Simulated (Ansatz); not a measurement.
Geometry optimisation, RKS r2SCAN/def2-SVP (Ansatz).

Input:

```yaml
crystal:
  periodic: [false, false, false]
  atoms:
    - { symbol: Si, position_ang: [-0.492179, -0.160524, -0.436943] }
    - { symbol: F, position_ang: [-0.074325, 0.97536, 2.083465] }
    - { symbol: Cl, position_ang: [1.399598, -0.760032, 0.024921] }
    - { symbol: Cl, position_ang: [-0.57399, 1.838693, -0.815775] }
    - { symbol: Cl, position_ang: [-1.040447, -1.144152, -2.168913] }
    - { symbol: O, position_ang: [-1.610204, -0.628296, 0.708046] }
    - { symbol: H, position_ang: [-2.247825, -1.271229, 0.368129] }
    - { symbol: H, position_ang: [-0.810828, 0.520481, 2.411071] }
basis:
  gaussian: { orbitals: def2-SVP }
hamiltonian:
  xc: r2scan
relax:
  f_tol: 0.03
  max_steps: 50
```

Command:

```bash
$ ansatz run input.yaml --threads 4 --pin off --max-ram 5120MiB --backend cpu --events-out ev --progress --plain --runs-dir out
```

Question: Where does it end, and by what steps?

Answer: The run converged. After 8 steps the energy has fallen by 0.096 eV; F2 moved furthest, 0.39 Å.

```json
{"step": "0", "energy less start (eV)": "0.0000", "largest force component (eV/Å)": "0.309", "accepted": "yes"}
{"step": "1", "energy less start (eV)": "0.0026", "largest force component (eV/Å)": "1.874", "accepted": "no"}
{"step": "2", "energy less start (eV)": "-0.0304", "largest force component (eV/Å)": "0.385", "accepted": "yes"}
{"step": "3", "energy less start (eV)": "-0.0462", "largest force component (eV/Å)": "0.784", "accepted": "yes"}
{"step": "4", "energy less start (eV)": "-0.0620", "largest force component (eV/Å)": "1.140", "accepted": "yes"}
{"step": "5", "energy less start (eV)": "-0.0892", "largest force component (eV/Å)": "0.213", "accepted": "yes"}
{"step": "6", "energy less start (eV)": "-0.0937", "largest force component (eV/Å)": "0.073", "accepted": "yes"}
{"step": "7", "energy less start (eV)": "-0.0956", "largest force component (eV/Å)": "0.055", "accepted": "yes"}
{"step": "8", "energy less start (eV)": "-0.0958", "largest force component (eV/Å)": "0.008", "accepted": "yes"}
```

```xyz
8
Properties=species:S:1:pos:R:3
Si -0.457 -0.163 -0.522
F -0.235 0.967 2.438
Cl 1.439 -0.740 -0.077
Cl -0.517 1.830 -0.909
Cl -1.125 -1.205 -2.160
O -1.480 -0.530 0.732
H -2.189 -1.160 0.546
H -0.886 0.372 2.127
```

Whether the end is a true minimum wasn't checked by a vibrational analysis.

Time of the run: 27 s on 4 threads of Arm Neoverse V2 (shared host), peak memory 0.2 GiB.
